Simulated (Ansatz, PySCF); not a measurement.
Noncovalent pair: boric acid (SMILES OB(O)O) (first 7 atoms) with NH3 (SMILES N); geometry from B3LYP-D3(BJ)/def2-TZVP, rigid monomers moved along the line of their centres of mass till H7···N8 is 2.19 Å.
(charge 0, multiplicity 1):
```xyz
11

O     -0.002    -0.572    -1.198
B     -0.155    -0.196     0.110
O     -1.361     0.383     0.478
O      0.878    -0.412     0.966
H     -0.787    -0.377    -1.718
H     -1.398     0.621     1.408
H      0.698    -0.119     1.881
N      0.447     0.485     3.971
H      0.348     1.478     4.150
H     -0.266     0.002     4.506
H      1.346     0.202     4.347
```

Counterpoise-corrected where a basis set is named; no monomer relaxation. Rows marked so take none.

Rows in 3-21G, 6-311+G**, 6-31G* carry no dispersion term and start afresh at each structure (6-31G* with six Cartesian d functions).

Codes used: Ansatz (Gaussian basis) for Hartree–Fock, density functionals and correlated methods; PySCF for 3-21G rows, 6-311+G** rows, 6-31G* rows, the dispersion terms. Values without a source in brackets are computed.

| level | interaction energy (kcal/mol) |
|---|---|
| HF/3-21G (no counterpoise) | -14.36 |
| HF/aug-cc-pVDZ | -7.21 |
| PBE/def2-TZVPPD | -8.60 |
| PBE-D3(BJ)/def2-TZVPPD | -9.34 |
| PBE-D4/def2-TZVPPD | -9.35 |
| B3LYP/6-31G* (no counterpoise) | -11.20 |
| B3LYP/6-311+G** (no counterpoise) | -9.38 |
| B3LYP-D3(BJ)/def2-TZVPPD | ___ |
| M06-2X/6-31G* (no counterpoise) | ___ |

**Question.** Complete the blanks.

**Answer.** 
- B3LYP-D3(BJ)/def2-TZVPPD, interaction energy (kcal/mol): -9.05
- M06-2X/6-31G* (no counterpoise), interaction energy (kcal/mol): -11.75

Ansatz is a quantum-chemistry and plane-wave program.
